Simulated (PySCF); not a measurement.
Magnetisability and related constants of SMILES [SiH3]O[Si@@H]1[SiH2]C[C@H]1[SiH3], C₂H₁₂OSi₄

Computed with GIAO PBE/pcSseg-1 magnetisability, rotational g tensor and spin-rotation constants, non-relativistic, gas phase in PySCF 2.14.0. Geometry: GFN2-xTB.

Input:
```
{"job": {"kind": "mag", "xc": "PBE", "basis": "pcSseg-1", "isotopologues": 2}, "charge": 0, "multiplicity": 1}
Si     3.225845    -0.580672     0.336272
O      1.924194    -0.689157    -0.619181
Si     0.385670    -0.353433    -1.043255
Si    -0.274509     1.834022    -1.402852
C     -1.505715     1.250482    -0.040125
C     -0.804776    -0.048149     0.448073
Si    -2.008524    -1.396892     1.006507
H      4.114946    -1.626388    -0.158097
H      2.813245    -0.808520     1.720800
H      3.783832     0.761535     0.167195
H      0.083645    -1.513091    -1.885525
H      0.539898     2.975478    -0.952354
H     -0.937119     2.276995    -2.637529
H     -2.476603     1.013725    -0.479461
H     -1.700992     1.942124     0.778309
H     -0.176413     0.206623     1.309274
H     -2.826671    -1.805018    -0.141673
H     -1.268508    -2.546116     1.533010
H     -2.901250    -0.884296     2.053150
```
Coordinates are in Å.

Command: `OMP_NUM_THREADS=1 python excited_run.py task.json out`

(1) What does the run print?

Answers

(1) Atoms count from 0.
```
coarse grid: 17200 points
cycle   1  E = -1315.5403151507  dE =  4.724e-01  |g| = 1.009e+00  |ddm| = 4.085e+00
cycle   2  E = -1314.5675209691  dE =  9.728e-01  |g| = 2.309e+00  |ddm| = 4.044e+00
cycle   3  E = -1315.7241238201  dE = -1.157e+00  |g| = 2.778e-01  |ddm| = 3.578e+00
cycle   4  E = -1315.7343202181  dE = -1.020e-02  |g| = 1.927e-01  |ddm| = 5.394e-01
cycle   5  E = -1315.7432664791  dE = -8.946e-03  |g| = 4.526e-02  |ddm| = 2.494e-01
cycle   6  E = -1315.7438997592  dE = -6.333e-04  |g| = 1.284e-02  |ddm| = 9.474e-02
cycle   7  E = -1315.7439460759  dE = -4.632e-05  |g| = 3.117e-03  |ddm| = 2.226e-02
cycle   8  E = -1315.7439483828  dE = -2.307e-06  |g| = 1.075e-03  |ddm| = 4.376e-03
final grid: 145792 points
cycle   9  E = -1315.8097239840  dE =  2.032e-06  |g| = 1.555e-02  |ddm| = 2.875e-02
cycle  10  E = -1315.8095220437  dE =  2.019e-04  |g| = 3.450e-02  |ddm| = 4.659e-02
cycle  11  E = -1315.8097716656  dE = -2.496e-04  |g| = 1.815e-03  |ddm| = 3.500e-02
cycle  12  E = -1315.8097722538  dE = -5.881e-07  |g| = 7.073e-04  |ddm| = 2.685e-03
cycle  13  E = -1315.8097723848  dE = -1.311e-07  |g| = 9.285e-05  |ddm| = 9.599e-04
cycle  14  E = -1315.8097723870  dE = -2.199e-09  |g| = 1.860e-05  |ddm| = 1.360e-04
cycle  15  E = -1315.8097723871  dE = -1.055e-10  |g| = 6.652e-06  |ddm| = 3.546e-05
converged SCF energy = -1315.8097723871

Magnetisability tensor (1e-30 J/T^2)
    -1532.44       38.06       -2.49
       38.06    -1456.71       71.34
       -2.49       71.34    -1441.41
isotropic -1476.86   principal values   -1559.02  -1497.88  -1373.67
isotropic susceptibility -88.938 1e-6 cm^3/mol

Inertial axes            a          b          c
rot. const./GHz      1.4064     0.8090     0.5793
chi total           -92.485    -91.420    -82.910
chi diamagnetic   -1027.033  -1643.327  -2222.486
chi paramagnetic    934.547   1551.908   2139.576
quadrupole/D A        1.521     -2.587      1.066
g nuclear            0.5877     0.5732     0.5675
g electronic        -0.6175    -0.5898    -0.5823
g total             -0.0298    -0.0166    -0.0148

Spin-rotation constants (kHz, H = +C I.J)
atom  isotope        aa         bb         cc
  7     1H       -0.029     -0.054     -0.019
  8     1H       -0.096     -0.016     -0.018
  9     1H       -0.100      0.010     -0.035
 10     1H       -0.130     -0.056      0.030
 11     1H       -0.091     -0.045     -0.005
 12     1H       -0.098     -0.012     -0.026
 13     1H       -0.002     -0.094     -0.051
 14     1H       -0.141     -0.091      0.011
 15     1H       -0.108     -0.090     -0.003
 16     1H       -0.083     -0.070      0.000
 17     1H       -0.072      0.004     -0.054
 18     1H       -0.036     -0.073     -0.015
  0   29Si*      -0.792     -0.504     -0.344
  1    17O*      -0.213     -0.029     -0.046
  2   29Si*      -0.900     -0.544     -0.394
  3   29Si*      -0.734     -0.499     -0.371
  4    13C*       0.215      0.092      0.075
  5    13C*       0.209      0.119      0.097
  6   29Si*      -0.803     -0.431     -0.335
* in the singly substituted isotopologue

Isotopologues: g along a, b, c
2H    at 7,8,9,10,11,12    -0.0255    -0.0146    -0.0131
30Si  at 0                 -0.0297    -0.0162    -0.0145
```

It took 60 s wall time on 1 thread of an Arm Neoverse V1, shared host, peak memory 0.79 GiB.
